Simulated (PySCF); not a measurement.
Computed spectra and the visible range. Vertical TDDFT excitations of isolated species (PySCF; the level stands beside each; core orbitals frozen in the response), one conformer each, no solvent. Ions are computed without counter-ions or solvent.

1. `O=CC#CC(Cl)(Cl)Cl`
2. `c1sc(=S)sc1`
3. `FC(F)C1=CC=C[SiH2][SiH+]1`
4. `N#CC/C(F)=C/C=O`
5. `C=Cc1conc1F`
6. `[SiH3]SCOc1ncsn1`
7. `CC(=S)[SiH2][SiH3]`
8. `C(Cc1sncn1)C#N`

Problem. For which of them does the calculation put a singlet between 380 and 750 nm?

Solution. 2, 3 and 7.

1. (B3LYP/def2-SVPD on a GFN2-xTB geometry) 345 nm (f 0.000); 280 nm (f 0.001); 248 nm (f 0.006); 244 nm (f 0.118); 222 nm (f 0.000). No computed singlet lies in the visible range (380 to 750 nm); the lowest, at 345 nm, stands 0.33 eV above its violet end (3.26 eV); a Tamm–Dancoff triplet lies at 409 nm, without intensity as long as spin–orbit coupling is left out.
2. (CAM-B3LYP/def2-SVPD on a PBE0-D3(BJ)/def2-SVP geometry) 418 nm (f 0.000); 319 nm (f 0.183); 266 nm (f 0.001); 248 nm (f 0.025); 230 nm (f 0.006). S1 lies in the visible range (380 to 750 nm), at 418 nm, dark in the vertical dipole picture (f under 0.0005); light of that wavelength is violet, and its complementary colour is yellow-green; a Tamm–Dancoff triplet lies at 520 nm, without intensity as long as spin–orbit coupling is left out.
3. (PBE0/def2-SVPD on a GFN2-xTB geometry) 452 nm (f 0.048); 373 nm (f 0.003); 305 nm (f 0.001); 270 nm (f 0.003); 253 nm (f 0.023). S1 lies in the visible range (380 to 750 nm), at 452 nm, f = 0.048; light of that wavelength is blue, and its complementary colour is yellow; a Tamm–Dancoff triplet lies at 693 nm, without intensity as long as spin–orbit coupling is left out.
4. (PBE0/def2-SVPD on a GFN2-xTB geometry) 347 nm (f 0.000); 208 nm (f 0.484); 185 nm (f 0.002); 184 nm (f 0.007); 181 nm (f 0.008). No computed singlet lies in the visible range (380 to 750 nm); the lowest, at 347 nm, stands 0.31 eV above its violet end (3.26 eV); a Tamm–Dancoff triplet lies at 411 nm, without intensity as long as spin–orbit coupling is left out.
5. (wB97X-D/def2-SVPD on a GFN2-xTB geometry) 207 nm (f 0.411); 198 nm (f 0.112); 184 nm (f 0.005); 181 nm (f 0.139); 175 nm (f 0.004).
6. (CAM-B3LYP/def2-SVPD on a PBE0-D3(BJ)/def2-SVP geometry) 227 nm (f 0.101); 227 nm (f 0.005); 219 nm (f 0.001); 213 nm (f 0.010); 196 nm (f 0.002).
7. (CAM-B3LYP/def2-SVPD on a PBE0-D3(BJ)/def2-SVP geometry) 578 nm (f 0.000); 246 nm (f 0.142); 224 nm (f 0.028); 213 nm (f 0.016); 204 nm (f 0.049). S1 lies in the visible range (380 to 750 nm), at 578 nm, dark in the vertical dipole picture (f under 0.0005); light of that wavelength is yellow-green to yellow, and its complementary colour is violet to blue; a Tamm–Dancoff triplet lies at 750 nm, without intensity as long as spin–orbit coupling is left out.
8. (PBE0/def2-SVPD on a PBE0-D3(BJ)/def2-SVP geometry) 237 nm (f 0.001); 212 nm (f 0.103); 206 nm (f 0.002); 199 nm (f 0.000); 191 nm (f 0.067).
